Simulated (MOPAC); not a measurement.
MOPAC input (AM1):

```
AM1 1SCF GEO-OK AUX(PRECISION=9) THREADS=1
O2Se

O    -1.36687604 1    0.55831406 1   -0.03290379 1
Se    0.00828182 1   -0.28161326 1    0.00618097 1
O     1.33167830 1    0.63854228 1    0.00663467 1
```

From the output:

```
                                                       MOPAC v23.2.5 Linux

          FINAL HEAT OF FORMATION =        -15.58324 KCAL/MOL =     -65.20027 KJ/MOL

          COSMO AREA              =         80.35 SQUARE ANGSTROMS
          COSMO VOLUME            =         63.10 CUBIC ANGSTROMS

          IONIZATION POTENTIAL    =          8.417818 EV
          HOMO LUMO ENERGIES (EV) =         -8.418 -0.309
          NO. OF FILLED LEVELS    =          9
          MOLECULAR WEIGHT        =        110.9588         POINT GROUP:  C2v

          MOLECULAR DIMENSIONS (Angstroms)

            Atom       Atom       Distance
            O     3    O     1     2.70004
           Se     2    O     1     0.88063
           Se     2    O     1     0.00000

          SCF CALCULATIONS        =          1

   ATOM   CHEMICAL          X               Y               Z
  NUMBER   SYMBOL      (ANGSTROMS)     (ANGSTROMS)     (ANGSTROMS)

     1       O         -1.36687604  *   0.55831406  *  -0.03290379  *
     2      Se          0.00828182  *  -0.28161326  *   0.00618097  *
     3       O          1.33167830  *   0.63854228  *   0.00663467  *

                             CARTESIAN COORDINATES

   1    O       -1.366876040     0.558314060    -0.032903790
   2   Se        0.008281820    -0.281613260     0.006180970
   3    O        1.331678300     0.638542280     0.006634670

           Empirical Formula: O2 Se  =     3 atoms

      MOLECULAR POINT GROUP   :   C2v

                  EIGENVALUES
 -32.63653 -32.61917 -18.15098 -13.73095 -12.56057 -12.27988 -10.40689  -9.92202
  -8.41782  -0.30874   2.75762   3.96364

              NET ATOMIC CHARGES AND DIPOLE CONTRIBUTIONS

  ATOM NO.   TYPE          CHARGE      No. of ELECS.   s-Pop       p-Pop
    1          O          -0.806511        6.8065     1.95683     4.84968
    2         Se           1.613022        4.3870     1.86437     2.52261
    3          O          -0.806511        6.8065     1.95683     4.84968
 DIPOLE           X         Y         Z       TOTAL
 POINT-CHG.     0.201    -6.818     0.150     6.823
 HYBRID        -0.042     1.428    -0.031     1.429
 SUM            0.159    -5.390     0.118     5.394

          ATOMIC ORBITAL ELECTRON POPULATIONS

     Atom    s        px        py        pz
    1  O   1.95683   1.38207   1.82508   1.64253
    2 Se   1.86437   0.77287   1.03491   0.71483
    3  O   1.95683   1.41288   1.79393   1.64287

 **********************
 *                    *
 * JOB ENDED NORMALLY *
 *                    *
 **********************

 == MOPAC DONE ==
```

The geometry given is a B3LYP-D3(BJ)/def2-TZVP minimum.
